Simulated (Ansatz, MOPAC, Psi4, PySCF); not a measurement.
Species: BNH2F2, net charge 0, singlet state. SMILES: B(F)(F)N
Geometry: optimised at B3LYP-D3(BJ)/def2-TZVP (Ansatz, a program for electronic structure).

Property: size of the dipole moment, in D. Terms: non-relativistic; PM7 with its own dispersion and hydrogen-bond terms; spin-orbit terms left out; six Cartesian d functions in 6-31G* and its kin unless marked 5d; dispersion terms only where a functional's name holds one; 6-311+G** with 5d. First-principles rows: single points at B3LYP-D3(BJ) geometries (Ansatz). Semi-empirical rows: dipoles at the shared geometry.

```tsv
level	program	size of the dipole moment (D)
AM1	MOPAC	2.43
PM3	MOPAC	3.62
PM6	MOPAC	3.12
PM7	MOPAC	3.70
PBE/STO-3G	Ansatz	1.63
PBE/3-21G	Ansatz	2.89
BLYP/6-31G*	Ansatz	2.59
BP86/def2-SVP	PySCF	2.77
B3LYP/STO-3G	Ansatz	1.70
B3LYP/6-31G*	Ansatz	2.67
B3LYP/6-31+G*	Ansatz	2.84
wB97X-D/6-31G*	Psi4	2.71
wB97X-D/6-311+G**	Psi4	2.84
```

No value to compare with is used here. The 13 habitual levels span 1.63 (PBE/STO-3G) to 3.70 D (PM7).

The levels are drawn from those run, B3LYP/6-31G* more often than the rest, none by its result; runs whose electronic state is in doubt are left out.
